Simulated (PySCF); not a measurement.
Species: C5H13Si2 (doublet state).
Z-matrix (Å and degrees, GFN2-xTB geometry), rows numbered from 1:
```
C 
C   1  1.5230
C   2  1.5303  1  111.94
C   3  1.5075  2  110.85  1   179.63
Si  4  1.8290  3  116.92  2   -81.14
C   4  1.3610  3  121.00  2    95.92
Si  6  1.8646  4  127.12  3     2.77
H   1  1.0877  2  110.58  3  -179.60
H   1  1.0877  2  110.45  3    60.33
H   1  1.0882  2  110.56  3   -59.62
H   2  1.0937  1  109.56  3   121.11
H   2  1.0918  1  109.70  3  -120.96
H   3  1.0914  2  109.01  1   -59.60
H   3  1.0938  2  108.78  1    57.98
H   5  1.4493  4  121.62  3   176.63
H   5  1.4514  4  121.10  3    -6.72
H   6  1.0849  4  116.78  3  -177.75
H   7  1.4715  6  111.83  4    62.25
H   7  1.4706  6  112.44  4   -58.76
H   7  1.4655  6  107.72  4  -178.48
```

The hyperfine couplings belong to this conformer and change with its torsions.

The species is `CCC/C([SiH2])=C\[SiH3]` [radical].

The calculation used UKS B3LYP, pcH-1 on C H Si, non-relativistic, mean-field spin-orbit, GIAO (PySCF). One conformer (not necessarily the lowest) at the GFN2-xTB geometry, without solvent, vibrations or thermal averaging. Couplings are sensitive to structure, and on GFN2-xTB geometries they can be far from those on DFT ones, by a factor of two or more for some ions and for spin on atoms past the first row. No stability test was run, so a lower SCF solution isn't excluded.

(1) What is the g tensor, term by term?

(2) At 9.59 GHz, how far is the centre of the isotropic spectrum from where a free electron (g = 2.002319) resonates?

(3) What are the electron Larmor frequencies g μB B/h along the three axes at 350 mT?

(4) In a frozen sample, at which fields do the three g values resonate at 9.5, 34, 94 and 263 GHz (hyperfine left aside), and which band first spreads them over more than twice a line width of 0.3 mT?

## Answers

(1) 
```tsv
Δg (ppm)	1	2	3
relativistic mass correction	-121	-121	-121
gauge correction	-1	26	29
orbital Zeeman/spin–orbit	-3	1328	2553
total	-124	1233	2462
```

So g = 2.00220, 2.00355, 2.00478 and g_iso = 2.00351; the tensor is rhombic: the two nearest values differ by 48 % of g3 − g1. Axes: g3 points within 3° of the C4–Si5 bond.

(2) B = hν/(g μB) with μB/h = 13.99624 MHz/mT gives 342.20 mT for the free electron and 341.99 mT at g_iso, 0.20 mT lower.

(3) 9.8081, 9.8148, 9.8208 GHz for g1, g2 and g3, a range of 12.7 MHz.

(4) 
| band | GHz | B(g3) mT | B(g2) mT | B(g1) mT | spread mT |
| --- | --- | --- | --- | --- | --- |
| X | 9.5 | 338.57 | 338.77 | 339.00 | 0.44 |
| Q | 34.0 | 1211.71 | 1212.46 | 1213.28 | 1.56 |
| W | 94.0 | 3350.04 | 3352.09 | 3354.36 | 4.33 |
| J | 263.0 | 9372.97 | 9378.72 | 9385.08 | 12.11 |

The spread grows in proportion to the frequency. Q band is the first where it exceeds 0.6 mT.

Largest spin populations (Mulliken): Si5 (+0.94), C6 (+0.33) and C4 (-0.18). The positive populations add up to 1.30 and the negative ones to -0.30, together 2S = 1. The angles at Si5 add up to 359.9°, so it is planar; its axial dipolar tensor and the negative couplings of its protons fit spin in a p orbital normal to that plane.

The HOMO–LUMO gaps are 4.23 eV among the α and 4.94 eV among the β orbitals.
